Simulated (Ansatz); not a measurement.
Program: Ansatz. Geometries: PBE0-D4/def2-TZVP. ΔE: electronic, gas phase. CCSD(T)/CBS adds triple-zeta CCSD(T) − MP2 to the extrapolated MP2 energy (def2 sets, frozen cores). This one scheme is used for every species. DFT in def2-TZVPP. Elements past krypton have def2 core potentials. For In outer-core shells are correlated without core-valence functions, which leaves a few kJ/mol of doubt a bond. Each species was taken in one conformer, which may not be the lowest.

Consider the formal exchange of groups at the In–O bond: `[SiH3][O][InH][O][SiH3]` + CH₄ → `[CH3][InH][O][SiH3]` + silanol.

| level | ΔE (eV) |
| --- | --- |
| PBE-D4 | 0.66 |
| BLYP-D4 | 0.76 |
| HF/def2-TZVPP | 0.84 |
| MP2/def2-TZVPP | 0.71 |

Task: What does CCSD(T)/CBS give? (Best estimate.)

Result: Ansatz gave: +0.76 eV. The listed levels differ from it by -0.10, 0.00, 0.08, -0.05 eV.

Largest T1 diagnostic among the species: 0.015.

The D4 term adds +0.07 eV with B3LYP and +0.04 eV with PBE0; it sums over pairs of atoms, weighted by their polarisabilities, and B3LYP, whose exchange is more repulsive, gets the larger term. At CCSD(T), def2-SVP lies +0.14 eV from the extrapolated value and def2-TZVPP −0.04 eV. In def2-TZVPP, CCSD(T) changes the Hartree–Fock value by −0.11 eV (the triples alone add +0.00 eV) and MP2 by −0.12 eV.

B3LYP here is the variant with VWN-RPA as its local correlation; programs differ in this.
